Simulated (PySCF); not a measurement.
Species: C₄H₃ClO₃ (charge -1 and doublet state).
Structure used (GFN2-xTB), in Å, numbered top down from 1:
```
atom  x, y, z in Å
C1     1.659   -0.265    0.207
C2     0.201   -0.010    0.137
C3    -0.533    1.125    0.040
Cl4   -0.017    2.380   -1.647
O5    -1.862    0.724    0.017
C6    -1.911   -0.606    0.136
O7    -2.927   -1.259    0.183
O8    -0.682   -1.113    0.243
H9     1.930   -1.087   -0.456
H10    1.975   -0.526    1.221
H11    2.172    0.639   -0.107
```

As a line formula: `CC1=C(Cl)O[C]([O-])O1` [radical] (charge -1).

Method: UKS B3LYP, pcH-1 on C Cl H O, non-relativistic, mean-field spin-orbit, GIAO in PySCF. Whether the extra electron is bound in the gas phase wasn't checked; a finite basis holds it in any case. Couplings are sensitive to structure, and on GFN2-xTB geometries they can be far from those on DFT ones, by a factor of two or more for some ions and for spin on atoms past the first row. No stability test was run, so a lower SCF solution isn't excluded.

Question: Match the computed a_iso(13C) values +700.8, +52.8, +28.3, -7.0 MHz with the sites C1; C2; C3; C6.

Answer: 
```json
{"site": "C1", "a_iso (MHz)": "-7.0", "ρ(0) (bohr⁻³)": "-0.0063", "position": "2 bonds from C3", "distance from C3 (Å)": "2.60", "spin population": "-0.01", "largest |T| (MHz)": "1.3"}
{"site": "C2", "a_iso (MHz)": "+52.8", "ρ(0) (bohr⁻³)": "+0.0469", "position": "1 bond from C3", "distance from C3 (Å)": "1.36", "spin population": "+0.17", "largest |T| (MHz)": "36.1"}
{"site": "C3", "a_iso (MHz)": "+700.8", "ρ(0) (bohr⁻³)": "+0.6236", "position": "largest spin population", "distance from C3 (Å)": "0.00", "spin population": "+0.47", "largest |T| (MHz)": "77.6"}
{"site": "C6", "a_iso (MHz)": "+28.3", "ρ(0) (bohr⁻³)": "+0.0251", "position": "2 bonds from C3", "distance from C3 (Å)": "2.22", "spin population": "+0.01", "largest |T| (MHz)": "4.5"}
```

Question: The isotropic 17O couplings are -47.1, -6.0, -0.8 MHz. Assign them to O5; O7; O8.

Answer: 
| site | a_iso (MHz) | ρ(0) (bohr⁻³) | position | distance from C3 (Å) | spin population | largest \|T\| (MHz) |
| --- | --- | --- | --- | --- | --- | --- |
| O5 | -47.1 | +0.0777 | 1 bond from C3 | 1.39 | -0.01 | 5.7 |
| O7 | -0.8 | +0.0013 | 3 bonds from C3 | 3.38 | +0.01 | 4.2 |
| O8 | -6.0 | +0.0099 | 2 bonds from C3 | 2.25 | +0.02 | 13.2 |

ρ(0) is the spin density at the nucleus and T the dipolar tensor; a_iso includes a spin–orbit part; entries for several nuclei are means. Largest spin populations (Mulliken): C3 (+0.47), Cl4 (+0.33) and C2 (+0.17). Three atoms exceed +0.15. Main spin sites, with 60 % or more of the largest population: C3, Cl4; positions count bonds from the nearest.

Examples of negative spin density at the nucleus (bohr⁻³): C1 (-0.0063).

Nuclei that the bonding pattern makes equivalent are averaged, as if the motion that swaps them (rotation, inversion, ring flip) were fast. The three 1H nuclei of mean +10.5 MHz run from 1.4 to 20.9 MHz in the frozen geometry.

C6, the radical centre as drawn in `CC1=C(Cl)O[C]([O-])O1`, holds a spin population of +0.01 out of 1.
